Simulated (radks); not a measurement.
All-electron atom: Ce in [Xe] 4f1 5d1 6s2. Calculated with a radial shooting solver on a logarithmic mesh with Libxc functionals: Dirac Kohn-Sham, B86b exchange with PBE correlation, spin-unpolarised, spherical densities, finite nucleus; open shells fill j = l - 1/2 first; Fermi nuclear charge, rms radius 4.8771 fm. Some entries of the table are withheld. Estimate them.

orbital  occ.  eigenvalue (hartree)  r(max) (bohr)  <r^2> (bohr^2)
1s1/2       2             -1478.621        0.01574       0.0008208
2s1/2       2             -236.6475        0.08921         0.01300
2p1/2       2             -223.4353        0.06798        0.009533
2p3/2       4             -207.0201        0.07323         0.01079
3s1/2       2             -50.95648         0.2548         0.08861
3p1/2       2             -45.35966         0.2416             (1)
3p3/2       4             -42.13382         0.2529             (2)
3d3/2       4             -32.34687         0.2034         0.07456
3d5/2       6             -31.65424         0.2066         0.07670
4s1/2       2             -10.30895         0.5934          0.4583
4p1/2       2              -8.22993         0.6028          0.4896
4p3/2       4              -7.53740         0.6271          0.5308
4d3/2       4              -4.12408         0.6479          0.6330
4d5/2       6              -4.00275         0.6559          0.6496
5s1/2       2              -1.48731          1.373           2.591
5p1/2       2              -0.92133            (3)           3.294
5p3/2       4              -0.82061            (4)           3.623
4f5/2       1                   (5)         0.7058           1.612
4f7/2       0                   (6)         0.7105           1.654
6s1/2       2              -0.13767          3.748           21.39
5d3/2       1              -0.11607          2.142           10.31
5d5/2       0              -0.10871          2.182           10.84

Answer. 
(1) 3p1/2 <r^2> (bohr^2): 0.08351
(2) 3p3/2 <r^2> (bohr^2): 0.09104
(3) 5p1/2 r(max) (bohr): 1.500
(4) 5p3/2 r(max) (bohr): 1.567
(5) 4f5/2 eigenvalue (hartree): -0.20156
(6) 4f7/2 eigenvalue (hartree): -0.18939
